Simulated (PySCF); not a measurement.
C4H11PSi.
Cartesian coordinates in Å at the GFN2-xTB level; atoms count from 1:
```
atom  x, y, z in Å
C1    -1.4251   -1.1922    0.0546
C2    -0.8783    0.0632    0.7118
P3    -1.5644    1.6310   -0.0972
C4     0.1588    1.4324   -0.8072
C5     0.5608    0.4497    0.3054
Si6    1.7977   -0.9147   -0.1724
H7    -2.4823   -1.3080    0.2904
H8    -1.3229   -1.1386   -1.0280
H9    -0.8924   -2.0734    0.4102
H10   -1.0367    0.0062    1.7924
H11   -1.1406    2.4634    0.9556
H12    0.7510    2.3423   -0.8946
H13    0.1051    0.9591   -1.7896
H14    0.9957    1.0261    1.1301
H15    1.9185   -1.8567    0.9415
H16    3.0867   -0.2686   -0.4286
H17    1.3615   -1.6089   -1.3844
```

Theory: PySCF, TDDFT CAM-B3LYP/def2-SVPD, vertical, gas phase, core orbitals frozen in the response.

Kohn–Sham orbitals with the atoms that hold most of them (Löwdin shares over 4%, at most four atoms; ? is withheld):

```json
{"orbital": "HOMO-3", "ε (eV)": "-10.66", "atoms": "C5 19%, C2 15%, Si6 14%, H16 10%"}
{"orbital": "HOMO-2", "ε (eV)": "-9.80", "atoms": "C4 18%, P3 16%, C2 15%, C5 12%"}
{"orbital": "HOMO-1", "ε (eV)": "-9.77", "atoms": "P3 24%, C2 19%, C4 13%, C1 11%"}
{"orbital": "HOMO", "ε (eV)": "?", "atoms": "?"}
{"orbital": "LUMO", "ε (eV)": "1.04", "atoms": "P3 20%, C2 12%, Si6 11%, H10 9%"}
{"orbital": "LUMO+1", "ε (eV)": "1.06", "atoms": "P3 21%, Si6 17%, C4 14%, H12 9%"}
{"orbital": "LUMO+2", "ε (eV)": "1.59", "atoms": "Si6 42%, H17 12%, H15 10%, H16 9%"}
```

Give the leading atoms of the HOMO.

P3 (bonded to 2 C and H) 51%; C5 (bonded to 2 C, Si and H) 12%; C2 (bonded to 2 C, P and H) 11%; C4 (bonded to C, P and 2 H) 9%. By element: phosphorus 51%, carbon 32% or more.

What is the HOMO energy, and the HOMO–LUMO gap?

ε(HOMO) = -7.86 eV; the gap is 8.90 eV (0.3271 hartree).

How does S1 compare with the orbital gap of 8.90 eV?

S1 is at 5.58 eV (f = 0.039), 3.32 eV below the gap, made of HOMO→LUMO (47%), HOMO→LUMO+1 (46%). Without the coupling terms of the response equations the lowest excitation would equal the gap.

Next come S2 at 6.01 eV (f 0.017), HOMO→LUMO (38%), HOMO→LUMO+1 (38%), HOMO→LUMO+2 (10%); S3 at 6.84 eV (f 0.058), HOMO→LUMO+3 (48%), HOMO→LUMO+5 (29%), HOMO→LUMO+7 (9%); S4 at 7.07 eV (f 0.020), HOMO→LUMO+5 (27%), HOMO→LUMO+3 (23%), HOMO→LUMO+1 (10%); S5 at 7.24 eV (f 0.078), HOMO→LUMO+4 (58%), HOMO→LUMO+2 (10%), HOMO→LUMO+7 (10%).

Löwdin shares depend on the basis, the more so with diffuse functions.

The run took 40 s of wall time (with the writing of density and orbital grids) on one thread, Arm Neoverse V2 (aarch64), no GPU, shared host with 192 logical CPUs at a one-minute load of 70, and the process peaked at 0.99 GiB of memory.

One conformer stands for the species.
